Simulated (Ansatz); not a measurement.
`OC[SiH2]S` + `S=COCS` → `SCO[SiH2]S` + `OCC=S`  (formal exchange of groups at the Si–C bond)

Gas-phase electronic energies from Ansatz, PBE0-D4/def2-TZVP geometries. CCSD(T)/CBS is the MP2 limit (def2-TZVPP, def2-QZVPP) plus CCSD(T) − MP2 in def2-TZVPP, frozen cores. Each species was taken in one conformer, which may not be the lowest.

| species | CCSD(T)/CBS(def2) energy (Eh) |
| --- | --- |
| `OC[SiH2]S` | -803.70411 |
| `S=COCS` | -949.19428 |
| `SCO[SiH2]S` | -1201.52167 |
| `OCC=S` | -551.42489 |

(1) Work out ΔE.

Largest T1 diagnostic among the species: 0.016.

Answers

(1) ΔE = (-1201.52167) + (-551.42489) − (-803.70411) − (-949.19428) = -0.04817 Eh = -1.31 eV.

The D4 term adds −0.05 eV with B3LYP and −0.03 eV with PBE0; it sums over pairs of atoms, weighted by their polarisabilities, and B3LYP, whose exchange is more repulsive, gets the larger term. From PBE to PBE0 (25 % exact exchange), in def2-TZVPP and without D4, ΔE moves by −0.07 eV.

B3LYP here is the variant with VWN-RPA as its local correlation; programs differ in this.
